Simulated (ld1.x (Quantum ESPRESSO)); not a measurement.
**Scattering properties, PAW potential for Ho (Z = 67)**

| Item | Value |
| --- | --- |
| Element | holmium |
| Generator | ld1.x (Quantum ESPRESSO) 7.5 |
| Type | PAW |
| Functional | Wu–Cohen |
| Relativity | fully relativistic |
| Frozen core | [Kr] 4d10 |
| Valence charge | 21 |
| Reference configuration | 4f10.5 5s2 5p6 5d0.5 6s2 6p0 |
| Partial waves | 5s (bound): rcut 1.90, rcutus 2.25 bohr; 6s (bound): rcut 1.90, rcutus 2.25 bohr; 5p (bound): rcut 2.20, rcutus 2.50 bohr; 6p (bound, empty): rcut 2.20, rcutus 2.50 bohr; 5d (bound): rcut 1.75, rcutus 2.20 bohr; 5d channel at 3.3 Ry: rcut 1.75, rcutus 2.20 bohr; 4f (bound): rcut 1.00, rcutus 1.25 bohr; 4f channel at 3.8 Ry: rcut 1.00, rcutus 1.25 bohr |
| Local potential | all-electron potential smoothed inside 1.10 bohr (lloc = -1) |
| Core correction | a·sin(br)/r model core inside 1.20 bohr |
| Augmentation charge | PSQ, inside the norm-conserving radii |

Open shells are filled in proportion to 2j + 1 (rel_dist='average').

The phase is arctan(r·u′/u) with u = r·R(r), unwrapped; energies in Ry, scanned from -6 to 5 Ry. A pole is an energy at which the radial function vanishes at the test radius. The pseudo phase is shifted by a multiple of π to meet the all-electron one at the reference energy, and phase errors are pseudo minus all-electron; the curves can meet again beyond the range given. Levels narrower than the energy grid can be missing from the lists of poles.

Question: For each channel, where are the poles, and over which energies does the pseudopotential scatter like the atom?

Answer:

```json
{"channel": "s", "radius (bohr)": "2.69", "reference energy (Ry)": "-0.30", "poles, all-electron": "-3.77, 3.26", "poles, pseudo": "-3.77, 4.12", "unbroken range about the reference energy with phases within 0.05 rad": "below 3.7", "phase error 1 Ry above the reference energy (rad)": "+0.032"}
{"channel": "p1/2", "radius (bohr)": "2.69", "reference energy (Ry)": "-0.10", "poles, all-electron": "-2.12, 4.49", "poles, pseudo": "-2.10, -1.10, 1.27", "unbroken range about the reference energy with phases within 0.05 rad": "-0.7 to 0.3", "phase error 1 Ry above the reference energy (rad)": "-1.601"}
{"channel": "p3/2", "radius (bohr)": "2.69", "reference energy (Ry)": "-0.09", "poles, all-electron": "-1.66", "poles, pseudo": "-1.59, -1.11, 1.03", "unbroken range about the reference energy with phases within 0.05 rad": "-0.8 to 0.3", "phase error 1 Ry above the reference energy (rad)": "-2.286"}
{"channel": "d3/2", "radius (bohr)": "2.69", "reference energy (Ry)": "-0.13", "poles, all-electron": "0.87", "poles, pseudo": "0.87", "unbroken range about the reference energy with phases within 0.05 rad": "the whole range", "phase error 1 Ry above the reference energy (rad)": "-0.000"}
{"channel": "d5/2", "radius (bohr)": "2.69", "reference energy (Ry)": "-0.12", "poles, all-electron": "0.95", "poles, pseudo": "0.95", "unbroken range about the reference energy with phases within 0.05 rad": "the whole range", "phase error 1 Ry above the reference energy (rad)": "+0.000"}
{"channel": "f5/2", "radius (bohr)": "2.69", "reference energy (Ry)": "-0.50", "poles, all-electron": "-0.46, 4.13", "poles, pseudo": "-0.46, 4.13", "unbroken range about the reference energy with phases within 0.05 rad": "the whole range", "phase error 1 Ry above the reference energy (rad)": "+0.000"}
{"channel": "f7/2", "radius (bohr)": "2.69", "reference energy (Ry)": "-0.42", "poles, all-electron": "-0.38, 4.16", "poles, pseudo": "-0.38, 4.16", "unbroken range about the reference energy with phases within 0.05 rad": "the whole range", "phase error 1 Ry above the reference energy (rad)": "+0.000"}
```

The ghost test of this file was not conclusive.

Phases in the p3/2 channel:

```
E (Ry)  all-electron  pseudo
 -6.00         1.405   4.554
 -5.74         1.401   4.550
 -5.48         1.395   4.545
 -5.22         1.390   4.541
 -4.96         1.383   4.535
 -4.70         1.376   4.529
 -4.44         1.368   4.523
 -4.18         1.358   4.515
 -3.92         1.347   4.505
 -3.66         1.333   4.494
 -3.40         1.314   4.479
 -3.14         1.289   4.460
 -2.88         1.251   4.429
 -2.62         1.183   4.374
 -2.36         1.006   4.231
 -2.10        -0.085   3.224
 -1.84        -1.407   1.740
 -1.58        -1.613   1.567
 -1.32        -1.694   1.557
 -1.06        -1.744  -2.140
 -0.80        -1.785  -1.844
 -0.54        -1.824  -1.844
 -0.28        -1.865  -1.870
 -0.02        -1.915  -1.915
  0.24        -1.977  -2.004
  0.50        -2.063  -2.287
  0.76        -2.190  -4.082
  1.02        -2.397  -4.708
  1.28        -2.748  -4.844
  1.54        -3.272  -4.914
  1.80        -3.771  -4.967
  2.06        -4.090  -5.016
  2.32        -4.277  -5.067
  2.58        -4.393  -5.126
  2.84        -4.471  -5.197
  3.10        -4.527  -5.288
  3.36        -4.569  -5.410
  3.62        -4.603  -5.579
  3.88        -4.630  -5.815
  4.14        -4.653  -6.126
  4.40        -4.673  -6.476
  4.66        -4.691  -6.793
  4.92        -4.707  -7.034
```
